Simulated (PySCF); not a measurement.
Sn(Me)(OH)(OMe)2, C₃H₁₀O₃Sn, SMILES C[O][Sn]([CH3])([OH])[O]C at its GFN2-xTB optimised geometry (Å):

```
17

C     -2.3403    -0.5221     2.2218
O     -1.0525    -0.5098     1.6673
Sn    -0.5215     0.4639     0.0000
C      1.6543     0.4639     0.0000
O     -1.3415     2.2433     0.0000
O     -1.5247    -0.3285    -1.5665
C     -1.5020    -1.6764    -1.9485
H     -2.2642    -1.1025     3.1440
H     -2.6907     0.4834     2.4664
H     -3.0690    -1.0030     1.5628
H      1.9739     1.4315     0.3674
H      1.9918    -0.3287     0.6586
H      2.0018     0.3048    -1.0148
H     -2.0018     2.3485    -0.6880
H     -2.2625    -1.7857    -2.7245
H     -0.5339    -1.9670    -2.3635
H     -1.7470    -2.3485    -1.1232
```

Computed with PBE0/def2-SVP, def2 effective core potentials past Kr (PySCF 2.14.0). The core electrons that the potentials of Sn replace are not part of the density. Cells within 0.4 Å of a nucleus heavier than hydrogen are left out (blank, or x).

Map of the deformation density (molecule minus spherical neutral atoms) (e/bohr³) on the plane z = 0.0 Å:

```
|111111111111111111111111111|
|111111111111111111111111111|
|111111111111111111111111111|
|111111111122111111111111111|
|111111111222211111111111111|
|111111111463211111111111111|
|111111132xx5211111111111111|
|111111135xx4211111111111111|
|111111123443111111211111111|
|111111112320011113662111111|
|111111111100112324982111111|
|11111111101xx1244xx41011111|
|11111111001xx1255xx30011111|
|111111111001012332641111111|
|111111111101111211331111111|
|111111111111011111111111111|
|111111111111111111111111111|
|111111111111111111111111111|
|111111111111111111111111111|
|111111111111111111111111111|
|111111111111111111111111111|
|111111111111111111111111111|
|111111111111111111111111111|
|111111111111111111111111111|
|111111111111111111111111111|
|111111111111111111111111111|
|111111111111111111111111111|
```
Scale: ten equal steps from -0.014 (start of '0') to 0.062 (end of '9'), in the order '0123456789'; x runs from -4.50 to 4.50, y from -4.50 (bottom) to 4.50 (top).
